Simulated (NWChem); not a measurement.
Species: CH₄CdO₂; SMILES C[O][Cd][OH]

```xyz
8

Cd     0.1846     0.3516    -0.1297
O     -0.2887     2.2474    -0.2737
H     -0.5497     2.6082     0.5812
O      0.8157    -1.5069    -0.1378
C     -0.0237    -2.6029     0.0269
H     -0.8168    -2.6859    -0.7458
H      0.5785    -3.5286    -0.0443
H     -0.5323    -2.6366     1.0134
```
Atoms are numbered in this order, from 1.

Level: PBE0/def2-SVP with def2 effective core potentials on Cd (NWChem), optimised geometry, unscaled harmonic frequencies. def2 effective core potentials on Cd; no spin-orbit coupling.

Task: List the harmonic frequencies with IR intensities, and the thermochemistry.

Result: 
```json
[
 {"frequency (cm⁻¹)": "89", "IR intensity (km/mol)": "50.7"},
 {"frequency (cm⁻¹)": "106", "IR intensity (km/mol)": "2.7"},
 {"frequency (cm⁻¹)": "121", "IR intensity (km/mol)": "47.4"},
 {"frequency (cm⁻¹)": "160", "IR intensity (km/mol)": "17.0"},
 {"frequency (cm⁻¹)": "231", "IR intensity (km/mol)": "8.4"},
 {"frequency (cm⁻¹)": "512", "IR intensity (km/mol)": "6.0"},
 {"frequency (cm⁻¹)": "635", "IR intensity (km/mol)": "86.7"},
 {"frequency (cm⁻¹)": "806", "IR intensity (km/mol)": "65.0"},
 {"frequency (cm⁻¹)": "1163", "IR intensity (km/mol)": "205.7"},
 {"frequency (cm⁻¹)": "1174", "IR intensity (km/mol)": "0.4"},
 {"frequency (cm⁻¹)": "1193", "IR intensity (km/mol)": "14.0"},
 {"frequency (cm⁻¹)": "1470", "IR intensity (km/mol)": "3.7"},
 {"frequency (cm⁻¹)": "1471", "IR intensity (km/mol)": "5.8"},
 {"frequency (cm⁻¹)": "1483", "IR intensity (km/mol)": "54.7"},
 {"frequency (cm⁻¹)": "2959", "IR intensity (km/mol)": "143.9"},
 {"frequency (cm⁻¹)": "3017", "IR intensity (km/mol)": "76.2"},
 {"frequency (cm⁻¹)": "3063", "IR intensity (km/mol)": "47.6"},
 {"frequency (cm⁻¹)": "3891", "IR intensity (km/mol)": "50.3"}
]
```

```
Quantity                                                                            Value
-----------------------------------------------------------------------  ----------------
zero-point energy                                                           33.6 kcal/mol
thermal correction to the enthalpy at 298.15 K (with zero-point energy)     38.4 kcal/mol
heat capacity Cv                                                         19.2 cal/(mol K)
entropy at 298.15 K and 1 atm (symmetry number 1)                        82.2 cal/(mol K)
```

Rigid rotor and harmonic oscillator; modes under 100 cm⁻¹ make the entropy uncertain.
